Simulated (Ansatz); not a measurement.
C$_{3}$H$_{7}$AlO$_{2}$, SMILES `O/C=C(/O)[CH2][AlH2]`, relaxed with RKS PBE-D4/def2-SVP in Ansatz 0.2.0 from a rough embedded geometry. The force threshold is 0.03 eV/Å; the program also tests the step.

The species carries charge 0 and has multiplicity 1.

Start:

```xyz
13

O     0.312    2.000    0.701
C     1.138    0.903    0.760
C     0.644   -0.300    0.569
O     1.396   -1.444    0.564
C    -0.849   -0.523    0.297
Al   -1.236   -0.382   -1.660
H     0.723    2.949    0.894
H     2.158    0.994    0.955
H     1.093   -2.314    0.367
H    -1.477    0.259    0.809
H    -1.163   -1.495    0.625
H    -0.523   -1.384   -2.690
H    -2.216    0.736   -2.191
```

Q: How much energy does the relaxation release, and in how many steps? (Estimate.)

A: Computed: 100.43 kJ/mol, in 15 steps, 1 of them rejected.

Q: Which bonds change most? (Estimate.)

A: Computed: C3–Al6 from 2.918 to 2.214 Å; C2–C3 from 1.315 to 1.406 Å; O1–H7 from 1.052 to 0.975 Å.

Q: Give the relaxed structure. (Estimate.)

A: Computed: 
```xyz
13

O     0.164    1.896    0.780
C     0.913    0.831    0.292
C     0.437   -0.460    0.582
O     1.340   -1.465    0.480
C    -0.998   -0.734    0.594
Al   -0.629    0.037   -1.293
H     0.175    2.607    0.112
H     2.001    0.972    0.143
H     0.855   -2.307    0.377
H    -1.596    0.019    1.136
H    -1.294   -1.773    0.817
H    -0.051   -1.044   -2.322
H    -1.319    1.422   -1.698
```
